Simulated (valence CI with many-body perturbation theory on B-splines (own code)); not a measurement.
Energy levels of Sn XLV

Level of theory: valence CI with perturbative core correlation (CI+MBPT): four valence electrons over a frozen Dirac-Fock core [He], radial functions for each j: 11 s, 11 p, 10 d, 8 f, 5 g, 2 h, with the one-electron correlation potential Σ1, the two-electron term Σ2, the three-electron term Σ3, Breit, model QED; selected CI, second order for the rest, scaled by the run's own slope (own B-spline code, finite nucleus).

The last digits are not significant, and no measured levels were compared; by estimate large intervals hold to a few tenths of a per cent, small ones and those within an open d or f shell to about a per cent. Among the levels kept, up to 840 cm⁻¹ of a level comes from second order outside the variational space, and about a tenth of that is noise between levels of different J, which matters for small intervals.

Levels 136 to 180 of 205, with energies above the lowest level, (2s^2 2p1/2^2) J=0. "Leading %" is the weight of the configuration and term that name the level; weights of strongly mixed levels are sums over their largest components and can fall short. In the jj column 3d3/2^4 stands for four electrons in 3d with j = 3/2. Lifetimes count E1, E2, E3, M1 and M2 decay at the calculated energies, and are blank where another channel may lead or the interval is too uncertain; long ones can be off by a factor of two.

| No. | Configuration | Term | J | E (eV) | Leading % | Leading jj | Lifetime |
| --- | --- | --- | --- | --- | --- | --- | --- |
| 136 | 2s 2p2 3p | 3P° | 0 | 4998.7 | 79 | 2s 2p3/2^2 3p1/2 (96 %) | 1.63 ps |
| 137 | 2s 2p2 3p | 3P° | 1 | 4999.5 | 34 | 2s 2p3/2^2 3p1/2 (95 %) | 17.2 fs |
| 138 | 2s 2p2 3p | 3D° | 2 | 5001.4 | 31 | 2s 2p3/2^2 3p1/2 (89 %) | 24.1 fs |
| 139 | 2s 2p2 3p | 3P° | 1 | 5005.0 | 51 | 2s 2p3/2^2 3p1/2 (57 %) | 11.6 fs |
| 140 | 2p3 3d | 3D° | 2 | 5008.1 | 29 | 2p1/2^2 2p3/2 3d3/2 (87 %) | 46.8 fs |
| 141 | 2p3 3d | 3F° | 3 | 5012.2 | 26 | 2p1/2^2 2p3/2 3d3/2 (91 %) | 275 fs |
| 142 | 2p3 3d | 5D° | 1 | 5015.4 | 29 | 2p1/2^2 2p3/2 3d3/2 (94 %) | 13.9 fs |
| 143 | 2s 2p2 3p | 3P° | 2 | 5016.0 | 42 | 2s 2p3/2^2 3p3/2 (93 %) | 10.4 fs |
| 144 | 2p3 3d | 3P° | 0 | 5016.1 | 56 | 2p1/2^2 2p3/2 3d3/2 (96 %) | 275 fs |
| 145 | 2p3 3d | 3F° | 4 | 5029.2 | 46 | 2p1/2^2 2p3/2 3d5/2 (98 %) | 1.01 ps |
| 146 | 2p3 3d | 3D° | 2 | 5036.9 | 34 | 2p1/2^2 2p3/2 3d5/2 (94 %) | 5.07 fs |
| 147 | 2p3 3d | 3D° | 3 | 5048.3 | 43 | 2p1/2^2 2p3/2 3d5/2 (89 %) | 2.34 fs |
| 148 | 2s 2p2 3d | 3D | 2 | 5052.5 | 29 | 2s 2p3/2^2 3d3/2 (95 %) | 3.09 fs |
| 149 | 2s 2p2 3d | 3D | 3 | 5052.8 | 26 | 2s 2p3/2^2 3d3/2 (84 %) | 3.38 fs |
| 150 | 2s 2p2 3d | 5P | 1 | 5055.1 | 32 | 2s 2p3/2^2 3d3/2 (94 %) | 2.94 fs |
| 151 | 2p3 3d | 3D° | 1 | 5055.3 | 39 | 2p1/2^2 2p3/2 3d5/2 (95 %) | 3.49 fs |
| 152 | 2s 2p2 3d | 3F | 4 | 5056.2 | 38 | 2s 2p3/2^2 3d3/2 (53 %) | 4.87 fs |
| 153 | 2s 2p2 3p | 3D° | 3 | 5056.8 | 55 | 2s 2p3/2^2 3p3/2 (83 %) | 18.8 fs |
| 154 | 2s 2p2 3p | 3P° | 0 | 5059.3 | 60 | 2s 2p3/2^2 3p3/2 (97 %) | 532 fs |
| 155 | 2s 2p2 3d | 5F | 5 | 5060.8 | 52 | 2s 2p3/2^2 3d5/2 (98 %) | 13.0 ps |
| 156 | 2s 2p2 3p | 3P° | 2 | 5063.2 | 64 | 2s 2p3/2^2 3p3/2 (87 %) | 121 fs |
| 157 | 2s 2p2 3p | 1P° | 1 | 5064.8 | 46 | 2s 2p3/2^2 3p3/2 (91 %) | 10.1 fs |
| 158 | 2s 2p2 3d | 3F | 4 | 5065.4 | 56 | 2s 2p3/2^2 3d5/2 (54 %) | 10.9 fs |
| 159 | 2p3 3s | 5S° | 2 | 5066.2 | 41 | 2p1/2 2p3/2^2 3s (80 %) | 79.0 fs |
| 160 | 2p3 3s | 3S° | 1 | 5071.7 | 44 | 2p1/2 2p3/2^2 3s (81 %) | 20.7 fs |
| 161 | 2s 2p2 3p | 3P° | 2 | 5072.6 | 41 | 2s 2p3/2^2 3p3/2 (92 %) | 162 fs |
| 162 | 2s 2p2 3d | 3P | 0 | 5075.8 | 70 | 2s 2p3/2^2 3d5/2 (90 %) | 8.30 fs |
| 163 | 2s 2p2 3d | 3P | 1 | 5084.7 | 31 | 2s 2p3/2^2 3d5/2 (92 %) | 3.75 fs |
| 164 | 2s 2p2 3d | 3D | 3 | 5086.3 | 41 | 2s 2p3/2^2 3d5/2 (84 %) | 3.62 fs |
| 165 | 2p3 3s | 3D° | 3 | 5090.0 | 81 | 2p1/2 2p3/2^2 3s (81 %) | 49.5 fs |
| 166 | 2s 2p2 3d | 3P | 2 | 5091.6 | 37 | 2s 2p3/2^2 3d5/2 (93 %) | 2.85 fs |
| 167 | 2p3 3s | 1D° | 2 | 5092.1 | 66 | 2p1/2 2p3/2^2 3s (95 %) | 20.6 fs |
| 168 | 2s 2p2 3p | 1P° | 1 | 5093.9 | 29 | 2s 2p3/2^2 3p3/2 (83 %) | 26.2 fs |
| 169 | 2p3 3p | 5P | 1 | 5112.5 | 40 | 2p1/2 2p3/2^2 3p1/2 (91 %) | 10.3 fs |
| 170 | 2p3 3p | 3F | 2 | 5116.6 | 27 | 2p1/2 2p3/2^2 3p1/2 (73 %) | 4.88 fs |
| 171 | 2s 2p2 3d | 3D | 1 | 5116.6 | 49 | 2s 2p3/2^2 3d3/2 (83 %) | 3.49 fs |
| 172 | 2p3 3s | 3P° | 0 | 5119.2 | 99 | 2p1/2 2p3/2^2 3s (99 %) | 44.2 fs |
| 173 | 2s 2p2 3d | 3F | 3 | 5120.9 | 28 | 2s 2p3/2^2 3d3/2 (65 %) | 3.07 fs |
| 174 | 2p3 3s | 3P° | 1 | 5125.5 | 62 | 2p1/2 2p3/2^2 3s (92 %) | 29.7 fs |
| 175 | 2s 2p2 3d | 3D | 2 | 5126.1 | 40 | 2s 2p3/2^2 3d3/2 (78 %) | 3.47 fs |
| 176 | 2s 2p2 3d | 3D | 2 | 5127.4 | 38 | 2s 2p3/2^2 3d3/2 (73 %) | 4.90 fs |
| 177 | 2s 2p2 3d | 3D | 1 | 5128.2 | 68 | 2s 2p3/2^2 3d3/2 (93 %) | 3.53 fs |
| 178 | 2s 2p2 3d | 3P | 0 | 5133.3 | 76 | 2s 2p3/2^2 3d3/2 (92 %) | 2.50 fs |
| 179 | 2s 2p2 3d | 3F | 4 | 5133.3 | 68 | 2s 2p3/2^2 3d5/2 (96 %) | 235 fs |
| 180 | 2s 2p2 3d | 3D | 3 | 5135.2 | 59 | 2s 2p3/2^2 3d5/2 (78 %) | 45.2 fs |

Where two levels of one J and parity lie close, their mixing, g and order are uncertain.
